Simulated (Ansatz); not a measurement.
Stepwise reaction of `[NH2][Y]([NH2])[OH]` with water, as a gas-phase model of exchange steps in deposition or etching. ΔE in kJ/mol; ΔG adds harmonic PBE0-D4 terms to CCSD(T)/CBS, at 1 bar.

Gas-phase electronic energies from Ansatz, PBE0-D4/def2-TZVP geometries. CBS: MP2 limit from def2 TZ/QZ plus the TZ coupled-cluster correction, frozen cores. This one scheme is used for every species. Functionals use def2-TZVPP. B3LYP here is the variant with VWN-RPA as its local correlation; programs differ in this. Elements past krypton have def2 core potentials. For Y outer-core shells are correlated without core-valence functions, which leaves a few kJ/mol of doubt a bond. Each species was taken in one conformer, which may not be the lowest.

| step | reaction | PBE-D4 | B3LYP-D4 | ωB97M-V | CCSD(T)/CBS | ΔG(600 K) |
| --- | --- | --- | --- | --- | --- | --- |
| 2 | `[NH2][Y]([OH])[OH]` + H₂O → `[OH][Y]([OH])[OH]` + NH₃ | -72.3 | -76.9 | -77.0 | -74.5 | -67.7 |

(1) Give the row of step 1, `[NH2][Y]([NH2])[OH]` + H₂O → `[NH2][Y]([OH])[OH]` + NH₃. (Estimate.)

(2) By hand: ΔE of the 2 steps together at CCSD(T)/CBS.

Answers

(1) Computed: 
```json
{"step": "1", "reaction": "`[NH2][Y]([NH2])[OH]` + H₂O → `[NH2][Y]([OH])[OH]` + NH₃", "PBE-D4": "-78.0", "B3LYP-D4": "-81.8", "ωB97M-V": "-81.6", "CCSD(T)/CBS": "-78.6", "ΔG(600 K)": "-72.6"}
```

(2) (-78.6) + (-74.5) = -153.1 kJ/mol, or -76.5 kJ/mol a step.

In ΔE the steps differ by no more than 4.1 kJ/mol. All are downhill at CCSD(T)/CBS. ΔG lies between -72.6 and -67.7 kJ/mol a step. PBE-D4 differs from CCSD(T)/CBS by 0.6 to 2.2 kJ/mol a step. Isolated molecules leave out the surface, adducts and barriers. Largest T1 diagnostic: 0.014.
